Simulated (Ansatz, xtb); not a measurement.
Two structures of AlH5SSn

We compare X, `[AlH2][S][SnH3]`, a singlet, with Y, a singlet given by its coordinates. Both are isolated molecules in the gas phase, relaxed with r2SCAN-D4/def2-SVP; the shapes shown needn't be the lowest conformers.

X (Å):

```csv
atom,x (Å),y (Å),z (Å)
Al,0.9108,-1.2689,-1.9606
S,0.2642,0.8032,-1.7600
Sn,1.1995,1.3435,0.4331
H,1.7572,-1.9324,-0.7904
H,0.5026,-2.0320,-3.2858
H,0.7528,2.9709,0.7004
H,2.8999,1.1624,0.3739
H,0.5089,0.3041,1.6039
```

Y (Å):

```tsv
atom	x (Å)	y (Å)	z (Å)
Al	1.1734	-0.6641	-1.4521
S	2.4964	1.1171	-0.6421
Sn	1.0411	0.2973	1.4793
H	0.0590	-0.1156	-2.4367
H	2.1076	-1.9257	-1.6721
H	1.6390	2.0903	-1.0269
H	0.4371	-0.9412	0.1145
H	-0.2500	1.3758	0.8958
```

Close contacts (Å): Al1–S2 2.36, Al1–Sn3 3.09, S2–Sn3 2.70, Al1–H4 1.58, Al1–H5 1.59, Al1–H7 1.75, S2–H6 1.35, Sn3–H7 1.94, Sn3–H8 1.78.

Question: Estimate E(Y) − E(X) at the level CCSD(T)/def2-TZVP.

Answer: Too close to call at this level: CCSD(T)/def2-TZVP gives E(Y) − E(X) = −1.52 kcal/mol.

The same difference at several levels:

```tsv
level	geometry	E(Y) − E(X) (kcal/mol)	departure from the last row (kcal/mol)	job, with rough time for the two
r2SCAN-D4/def2-SVP	r2SCAN-D4/def2-SVP	−6.55	−5.04	optimisation, 98 s
HF/def2-TZVP	r2SCAN-D4/def2-SVP	+4.67	+6.19	part of the CCSD(T) run
MP2/def2-TZVP	r2SCAN-D4/def2-SVP	−1.82	−0.30	part of the CCSD(T) run
CCSD(T)/def2-TZVP	r2SCAN-D4/def2-SVP	−1.52		single point, 70 s
```

HF/def2-TZVP puts the two in the other order. The largest departure from CCSD(T)/def2-TZVP is that of HF/def2-TZVP, 6.19 kcal/mol. Levels run at GFN2-xTB geometries aren't shown.

With harmonic frequencies from r2SCAN-D4/def2-SVP (ideal gas, rigid rotor, one conformer each, 298.15 K, 1 atm): on the last row, ΔE + ΔZPE = −0.44, ΔH = −0.77, ΔG = +0.39 kcal/mol.

The correlated steps freeze 14 core orbitals; the filled d shell of Sn is correlated, in a basis made for valence electrons. Atoms past krypton carry core potentials in the def2 sets and no spin–orbit term is included. Mirror images aren't counted in ΔG. Programs: Ansatz 0.2.0; the last row on 2 threads of Arm Neoverse V1 on a shared host.
